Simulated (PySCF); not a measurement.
C3H13NSi2, SMILES C[C@H]([SiH3])N[SiH2]C. Heavy atoms are numbered as in [CH3:1][SiH2:2][NH:3][C@H:4]([CH3:5])[SiH3:6]. Hydrogens are named by the atom that carries them.

The structure is a stationary point at B3LYP-D3(BJ)/def2-SVP. The structure was generated by enumeration; whether it is a known compound was not checked. One conformer was computed; it need not be the lowest.

The numbers are results of HF/pcSseg-1 in PySCF, not measurements.

GIAO shieldings, no solvent; atoms alike by connectivity are averaged. δ = σ(ref) − σ: ¹³C against TMS (σ = 192.6 ppm); ²⁹Si against TMS (σ = 393.8 ppm); ¹⁵N against NH3 (σ = 267.3 ppm); ¹H against TMS (σ = 31.99 ppm), references at their B3LYP-D3(BJ)/def2-TZVP geometries, non-relativistic.

Computed chemical shifts:
| nucleus | atoms | count | δ (ppm) |
|---|---|---|---|
| ¹³C | C4 (CH) | 1 | 31.8 |
| ¹³C | C5 (CH3) | 1 | 25.2 |
| ¹³C | C1 (CH3) | 1 | -1.9 |
| ²⁹Si | Si2 (SiH2) | 1 | -34.7 |
| ²⁹Si | Si6 (SiH3) | 1 | -50.9 |
| ¹⁵N | N3 (NH) | 1 | 24.3 |
| ¹H | H on Si2 | 2 | 4.52 |
| ¹H | H on Si6 | 3 | 4.01 |
| ¹H | H on C4 | 1 | 2.51 |
| ¹H | H on C5 | 3 | 1.54 |
| ¹H | H on C1 | 3 | 0.54 |
| ¹H | H on N3 | 1 | 0.11 |
